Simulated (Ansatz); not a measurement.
System: CH$_{4}$BO$_{2}$ (charge 0, doublet). It need not be the lowest isomer of its formula. 
Geometry from a B3LYP-D3(BJ)/def2-TZVP (Ansatz, a quantum-chemistry and plane-wave program) optimisation:
SMILES: CO[B]O
```xyz
8

C      1.7675    -0.2895     0.0553
O      0.4689     0.1585    -0.3205
B     -0.6473    -0.1540     0.3502
O     -1.8563     0.3024    -0.0558
H      1.7279    -0.9121     0.9503
H      2.1900    -0.8626    -0.7700
H      2.3949     0.5817     0.2438
H     -2.5821     0.0130     0.5032
```
Charge 0, spin multiplicity 2.

Basis-set convergence of Hartree-Fock and CCSD correlation energies (hartree) with Ansatz. Valence correlation only, unless marked. UHF or UKS for open shells. Spin-orbit coupling is left out. Non-relativistic.

```
basis    functions       E(HF)  E(corr, CCSD)
-------  ---------  ----------  -------------
cc-pVDZ         76  -214.65007       -0.60439
cc-pVTZ        176  -214.72474       -0.74534
cc-pVQZ        340  -214.74158       -0.79245
cc-pV5Z        584  -214.74567       -0.80856
```

Extrapolating the two largest sets (X = 4 and 5) as X^-3: E(corr) = (125·(-0.80856) - 64·(-0.79245))/61 = -0.8255 Eh, an estimate of the basis-set limit. The largest set recovers 98.0 % of it, the smallest 73.2 %.
